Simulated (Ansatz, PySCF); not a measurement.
The Ansatz (a quantum-chemistry and plane-wave program) input:
Ansatz 0.2 input:
```yaml
crystal:
  periodic: [false, false, false]
  atoms:
    - {symbol: Ge, position_ang: [1.19204730, 0.56714476, -0.05754356]}
    - {symbol: C, position_ang: [-0.14291499, -0.40813352, 1.02478555]}
    - {symbol: C, position_ang: [-1.47181421, -0.75171789, 0.35417463]}
    - {symbol: C, position_ang: [-1.27787032, -1.78595875, -0.74868490]}
    - {symbol: C, position_ang: [-2.14060935, 0.49817568, -0.20427519]}
    - {symbol: H, position_ang: [2.47695911, 0.63797260, 0.70755841]}
    - {symbol: H, position_ang: [1.51822983, -0.07475567, -1.36893037]}
    - {symbol: H, position_ang: [0.79742154, 1.98087734, -0.34754028]}
    - {symbol: H, position_ang: [-0.33651492, 0.20244411, 1.91116398]}
    - {symbol: H, position_ang: [0.32633876, -1.32831449, 1.38212088]}
    - {symbol: H, position_ang: [-2.13107858, -1.18576940, 1.11818937]}
    - {symbol: H, position_ang: [-0.64106043, -1.38068517, -1.53369694]}
    - {symbol: H, position_ang: [-2.23428227, -2.05938865, -1.18936037]}
    - {symbol: H, position_ang: [-0.81099573, -2.68634650, -0.35444740]}
    - {symbol: H, position_ang: [-1.53940228, 0.90778741, -1.01628749]}
    - {symbol: H, position_ang: [-2.24171535, 1.25754145, 0.56886375]}
    - {symbol: H, position_ang: [-3.13015973, 0.26581165, -0.59224003]}
basis:
  gaussian:
    orbitals: STO-3G
hamiltonian:
  xc: pbe0
accuracy: high
```

Q: Convert this to an input for PySCF.

A: This is not unique; one that fits is 
```python
from pyscf import gto, scf, dft

mol = gto.M(
    atom='''
Ge    1.192047    0.567145   -0.057544
C    -0.142915   -0.408134    1.024786
C    -1.471814   -0.751718    0.354175
C    -1.277870   -1.785959   -0.748685
C    -2.140609    0.498176   -0.204275
H     2.476959    0.637973    0.707558
H     1.518230   -0.074756   -1.368930
H     0.797422    1.980877   -0.347540
H    -0.336515    0.202444    1.911164
H     0.326339   -1.328314    1.382121
H    -2.131079   -1.185769    1.118189
H    -0.641060   -1.380685   -1.533697
H    -2.234282   -2.059389   -1.189360
H    -0.810996   -2.686346   -0.354447
H    -1.539402    0.907787   -1.016287
H    -2.241715    1.257541    0.568864
H    -3.130160    0.265812   -0.592240
''',
    basis='sto-3g',
    charge=0,
    spin=0,
    verbose=4,
)

mf = dft.RKS(mol)
mf.xc = 'pbe0'
mf.grids.atom_grid = (99, 590)
mf.grids.prune = None
mf.kernel()
```

Both were run: Ansatz gave -2210.459543 Eh and PySCF -2210.459543 Eh, 0.000 mEh apart.
